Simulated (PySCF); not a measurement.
**How methods differ on the ionisation energy of Sr¹⁸⁺**

Sr¹⁸⁺ [Ar] 3d2 (3F) → Sr¹⁹⁺ [Ar] 3d1 (2D), as a difference of total energies. Calculation: PySCF 2.14, in an even-tempered Gaussian basis (19 s from 1.7 bohr⁻², ratio 2.5; 12 p from 2.2 bohr⁻², ratio 2.5; 8 d from 2.2 bohr⁻², ratio 2.5; 4 f from 7.7 bohr⁻², ratio 2.7; 3 g from 12 bohr⁻², ratio 2.7); the spin-free X2C one-electron Hamiltonian (Gaussian nucleus). Correlated levels: outer shells: [Ne] frozen; virtual orbitals above 40 to 60 times the deepest correlated orbital energy dropped. The calculations carry no spin-orbit coupling.

| method | ionisation energy (eV) |
| --- | --- |
| UHF | 720.66 |
| LDA | 720.99 |
| PBE | 721.17 |
| PBE0 | 721.40 |
| r2SCAN | 722.15 |
| B2PLYP | 721.34 |
| M06 | 720.34 |
| MP2 (outer shells) | 720.79 |
| SCS-MP2 (outer shells) | 720.72 |

A first-order spin-orbit estimate (lowest level to lowest level, LS coupling) adds 0.438 eV.

Breit and QED terms and the two-electron picture change are absent.

For comparison: 722 ± 3 eV (theoretical estimate listed by NIST; NIST Atomic Spectra Database, ionization energies).
